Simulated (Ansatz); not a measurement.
Consider the atomization: `C[SiH](F)F` → C• + 2 F• + 4 H• + Si•.

Isolated molecules relaxed with PBE0-D4/def2-TZVP in Ansatz; ΔE leaves out vibrations. CCSD(T)/CBS adds triple-zeta CCSD(T) − MP2 to the extrapolated MP2 energy (def2 sets, frozen cores). This one scheme is used for every species, atoms too. DFT in def2-TZVPP. HSE06 is defined as in plane-wave codes. No spin–orbit coupling; open shells (•) take unrestricted orbitals. Spin–orbit coupling would lower the free atoms: a little for C, F, Si.

```
             level  ΔE (kcal/mol)  difference from CCSD(T)/CBS
           BLYP-D4          746.1                         -8.9
        r2SCAN0-D4          740.8                        -14.2
            B2PLYP          744.8                        -10.2
              BLYP          739.6                        -15.4
           r2SCAN0          740.1                        -14.9
             HSE06          742.4                        -12.6
  CCSD(T)/def2-SVP          702.2                        -52.8
SCS-MP2/def2-TZVPP          745.3                         -9.7
CCSD(T)/def2-TZVPP          735.5                        -19.5
     MP2/CBS(def2)          770.8                         15.8
       CCSD(T)/CBS          755.0                            0
```

Q: What do rigid-rotor, harmonic-oscillator terms from PBE0-D4/def2-TZVP frequencies (298.15 K, 1 bar) make of the CCSD(T)/CBS value? (An estimate is asked.)

A: The calculation gave: ΔZPE = -32.3 kcal/mol, ΔH = +730.6 kcal/mol, ΔS = 800 J/(mol·K), ΔG = +673.6 kcal/mol. Open shells count their whole term as degenerate.

Largest T1 diagnostic among the species: 0.012.

From BLYP to BHLYP (50 % exact exchange), in def2-TZVPP and without D4, ΔE moves by −12.6 kcal/mol: exact exchange takes away binding that semilocal exchange gives to molecules. At CCSD(T), def2-SVP lies −52.8 kcal/mol from the extrapolated value and def2-TZVPP −19.5 kcal/mol: correlation converges slowly with the basis, and small sets miss more of it in the bonded molecule than in its fragments.

For atomizations the MP2-based limit and the directly extrapolated one differ by several kJ/mol either way, and by 10 to 25 for some Ge, Se and Sn compounds, so smaller differences from it don't rank the levels.
